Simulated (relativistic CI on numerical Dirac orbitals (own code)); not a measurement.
# Calculated levels, Nb

Method of calculation: Dirac-Coulomb-Breit CI, KLI orbitals optimised for each configuration, model QED, valence Slater integrals scaled by 0.85, configuration energies shifted to the measured levels that pair with them (semi-empirical) (own radial code, finite nucleus).

Configurations in the expansion (outside the closed core [Kr]): 4d4 5s, 4d3 5s2, 4d4 5p, 4d3 5s 5p, 4d5, 4d2 5s2 5p, 4d4 5d, 4d2 5s 5p2, 4d3 5s 4f, 4d4 6s, 4d3 5s 6p, 4d3 5s 6s, 4d3 5p2, 4d3 5s 7s, 4d3 5s 5d, 4d3 5s 6d, 4d4 6p, 4d3 5s 7p, 4d4 4f, 4d2 5s2 5d, 4d3 5s 5g, 4d3 5s 5f, 4d4 7s, 4d3 5s 7d, 4d3 5s 6g, 4d2 5s2 4f, 4d4 6d, 4d4 7p, 4d4 5g, 4d2 5s2 6s. Levels of other configurations are missing.

| No. | Configuration | Term | J | E (eV) | % | Next component (%) | Lifetime (s) |
| --- | --- | --- | --- | --- | --- | --- | --- |
| 41 | 4d4 5s | 2F | 5/2 | 1.8293 | 52 | 33 4d3 5s2 2F |  |
| 42 | 4d4 5s | 2F | 7/2 | 1.8371 | 50 | 34 4d3 5s2 2F |  |
| 43 | 4d3 5s 5p‡ | 6G° | 9/2 | 1.8479 | 98 | 1 4d3 5s 6p 6G° |  |
| 44 | 4d4 5s | 4P | 1/2 | 1.8879 | 57 | 33 4d3 5s2 4P |  |
| 45 | 4d3 5s 5p‡ | 6G° | 11/2 | 1.9197 | 98 | 1 4d3 5s 6p 6G° |  |
| 46 | 4d4 5s | 4P | 3/2 | 1.9493 | 58 | 32 4d3 5s2 4P |  |
| 47 | 4d3 5s 5p‡ | 6F° | 1/2 | 1.9812 | 85 | 7 4d4 5p 6F° | 1.41e-06 |
| 48 | 4d3 5s 5p‡ | 6F° | 3/2 | 2.0023 | 85 | 7 4d4 5p 6F° | 1.53e-06 |
| 49 | 4d3 5s 5p‡ | 6G° | 13/2 | 2.0028 | 98 | 1 4d3 5s 6p 6G° |  |
| 50 | 4d4 5s | 4P | 5/2 | 2.0316 | 57 | 29 4d3 5s2 4P |  |
| 51 | 4d3 5s 5p‡ | 6F° | 5/2 | 2.0364 | 86 | 7 4d4 5p 6F° | 1.72e-06 |
| 52 | 4d3 5s 5p‡ | 6D° | 1/2 | 2.0746 | 84 | 12 4d4 5p 6D° | 2.72e-07 |
| 53 | 4d3 5s 5p‡ | 6F° | 7/2 | 2.0816 | 88 | 7 4d4 5p 6F° | 1.98e-06 |
| 54 | 4d3 5s 5p‡ | 6D° | 3/2 | 2.0900 | 83 | 12 4d4 5p 6D° | 2.70e-07 |
| 55 | 4d3 5s 5p‡ | 6D° | 5/2 | 2.1159 | 82 | 12 4d4 5p 6D° | 2.70e-07 |
| 56 | 4d4 5s | 4D | 7/2 | 2.1218 | 89 | 7 4d5 4D |  |
| 57 | 4d3 5s 5p‡ | 6F° | 9/2 | 2.1356 | 89 | 7 4d4 5p 6F° | 2.21e-06 |
| 58 | 4d4 5s | 4D | 5/2 | 2.1357 | 82 | 7 4d5 4D |  |
| 59 | 4d4 5s | 4D | 3/2 | 2.1375 | 88 | 7 4d5 4D |  |
| 60 | 4d4 5s | 4D | 1/2 | 2.1398 | 88 | 7 4d5 4D |  |
| 61 | 4d3 5s 5p‡ | 6D° | 7/2 | 2.1526 | 82 | 12 4d4 5p 6D° | 2.73e-07 |
| 62 | 4d3 5s 5p‡ | 6F° | 11/2 | 2.1963 | 90 | 7 4d4 5p 6F° | 2.35e-06 |
| 63 | 4d3 5s 5p‡ | 6D° | 9/2 | 2.1994 | 84 | 12 4d4 5p 6D° | 2.80e-07 |
| 64 | 4d3 5s 5p‡ | 4D° | 1/2 | 2.2507 | 70 | 15 4d4 5p 4D° | 8.72e-08 |
| 65 | 4d3 5s 5p‡ | 4D° | 3/2 | 2.2872 | 71 | 15 4d4 5p 4D° | 8.84e-08 |
| 66 | 4d4 5s | 2G | 9/2 | 2.3199 | 56 | 27 2H |  |
| 67 | 4d4 5s | 2G | 7/2 | 2.3344 | 87 | 7 4d5 2G |  |
| 68 | 4d3 5s 5p‡ | 4D° | 5/2 | 2.3481 | 72 | 15 4d4 5p 4D° | 8.92e-08 |
| 69 | 4d4 5s | 2I | 11/2 | 2.4000 | 50 | 36 2H |  |
| 70 | 4d3 5s 5p‡ | 4D° | 7/2 | 2.4362 | 74 | 14 4d4 5p 4D° | 8.75e-08 |

Energies count from the lowest computed level; ° marks odd parity; lifetimes are radiative, by E1, M1, E2 decay to levels of this space only; some are left blank where a channel outside the calculation adds to the decay or the decay crosses a small, uncertain gap. ‡ marks configurations that were not tied to measured data.

The mean weight of the leading LS term, summed over parents, in these 30 levels is 78 %, and that of the leading jj configuration (from the same eigenvectors) 36 %, so LS coupling describes them better.

Configurations whose levels could be paired with our table of measured levels were shifted onto them, all but the ground configuration, by the median error of their levels; single terms can still be off by 1,000 to 2,000 cm⁻¹ or more, and rates follow the energies as ν³ (E1, M1) or ν⁵ (E2). The others borrow a shift and can be off by several thousand cm⁻¹ or more. The fine structure of a lone outer electron comes out too small, for d and f at times inverted, and misplaced configurations move strength between like terms. 17 of the 27 excited levels that our extract of the measured tables holds in this range could be paired (the sources list more); they are missed by 797 cm⁻¹ on average and 2110 at most, after the shifts were fitted to these levels, and levels without a partner can miss by more.

LS names give the leading component of a level, which can be under half, so a name can repeat, a term be missing and a line seem to break the LS rules.
